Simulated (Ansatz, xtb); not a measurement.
**Ranking isomers of C3H9InO2**

4 gas-phase structures of C3H9InO2, from a drawn sample of its isomers (lower ones may exist). Each was relaxed with GFN2-xTB:

A. a singlet given by its coordinates
B. a singlet given by its coordinates
C. `CC[CH2][In]([OH])[OH]`, a singlet
D. `CC(C)[O][InH][OH]`, a singlet

A (Å):

```xyz
15

C    -2.4393    0.9013   -1.2868
C    -1.0747    0.3226   -1.5793
C    -0.9506   -1.1393   -1.2158
In    0.5460    1.4685   -0.4454
O     0.4477    2.6974    1.1055
O     2.4482    1.2392   -0.8898
H    -2.6869    0.8035   -0.2283
H    -2.4857    1.9563   -1.5616
H    -3.1981    0.3641   -1.8606
H    -0.7974    0.4805   -2.6206
H    -1.1995   -1.3056   -0.1670
H     0.0646   -1.4928   -1.3953
H    -1.6340   -1.7321   -1.8283
H    -0.4116    2.9180    1.4571
H     2.9747    1.7737   -0.2955
```

Close contacts (Å): C1–C2 1.51, C2–C3 1.51, C2–In4 2.29, In4–O5 1.98, In4–O6 1.97, C1–H7 1.09, C1–H8 1.09, C1–H9 1.09, C2–H10 1.09, C3–H11 1.09, C3–H12 1.09, C3–H13 1.09, In4–H15 2.45, O5–H14 0.95, O6–H15 0.96.

B (Å):

```xyz
15

C    -0.8950    2.0169   -1.4742
C     0.4916    1.8128   -0.8614
C     0.3813    1.2951    0.5735
In    3.1456    0.6719   -1.5338
O     1.1871    0.9069   -1.6737
O     4.1284    2.0448   -0.5675
H    -0.7937    2.3955   -2.4880
H    -1.4695    2.7234   -0.8806
H    -1.4162    1.0639   -1.5115
H     1.0027    2.7970   -0.8418
H    -0.1390    0.3397    0.5770
H    -0.1603    2.0034    1.1968
H     1.3855    1.1448    0.9859
H     3.9033   -0.5899   -2.3320
H     3.5628    2.7083   -0.1702
```

Close contacts (Å): C1–C2 1.53, C2–C3 1.53, C2–O5 1.40, In4–O5 1.98, In4–O6 1.95, C1–H7 1.09, C1–H8 1.09, C1–H9 1.09, C2–H10 1.11, C3–H11 1.09, C3–H12 1.09, C3–H13 1.10, In4–H14 1.67, In4–H15 2.49, O6–H15 0.96.

Which do you expect lowest at r2SCAN-D4/def2-SVP, and how would the others follow?

Calculated order at r2SCAN-D4/def2-SVP: C (0.0), A (0.4), B (3.9), D (4.6) kcal/mol. Less than 1 kcal/mol parts C and A; B and D, so the order within those pairs means little.

Energies above the lowest of each column, in kcal/mol; the last columns are at PBE0-D4/def2-SVP geometries and were run for some of them only (a dash: not run or not comparable):

```tsv
structure	GFN2-xTB	HF/STO-3G	r2SCAN-D4/def2-SVP	PBE0-D4/def2-SVP	CCSD(T)/def2-SVP + ΔMP2/def2-TZVPP
C	1.9	8.1	0.0	0.0	0.0
A	0.0	12.4	0.4	0.6	1.5
B	1.6	0.0	3.9	–	–
D	0.6	1.1	4.6	–	–
```

CCSD(T)/def2-SVP + ΔMP2/def2-TZVPP puts C lowest of those it was run on; GFN2-xTB picks A, HF/STO-3G picks B. Some further structures that were screened fall inside this span and aren't listed. Flexible structures stand in one conformer each, not always the lowest. Frequencies (GFN2-xTB) were run for C alone. Atoms past krypton carry core potentials in the def2 sets, without spin–orbit terms. ΔMP2 is the change of the MP2 energy from the smaller to the larger basis.

Over these structures GFN2-xTB departs from r2SCAN-D4/def2-SVP by 1.9 kcal/mol on average once a common shift is removed. A GFN2-xTB relaxation took about 0.18 s and the r2SCAN-D4/def2-SVP energy about 4.1 s on a shared host (Ansatz 0.2.0, xtb 6.7.1).
